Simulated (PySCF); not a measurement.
Mg(Me)(SeH) (CH4MgSe), SMILES [CH3][Mg][SeH].

Geometry optimised at B3LYP-D3(BJ)/def2-TZVP. The values are those of a single conformer.

Level of theory: CAM-B3LYP/def2-TZVPD in PySCF.

Gas-phase values at a fixed geometry.

Question: Estimate the frontier levels, gap, dipole moment and polarisability. (Estimate from the structure and the level; the computed values follow.)

Answer: 
| Quantity | Result |
|---|---|
| highest occupied level | -7.92 eV |
| lowest empty level | -0.39 eV |
| orbital gap | 7.53 eV |
| dipole moment | 0.360 e·Å |
| quadrupole, principal values (traceless, Buckingham form, about the centre of nuclear charge) | -11.25, 2.32, 8.93 D·Å |
| mean static polarisability | 73.2 bohr³ (10.85 Å³) |
| polarisability, principal values | 60.2, 62.9, 96.5 bohr³ |
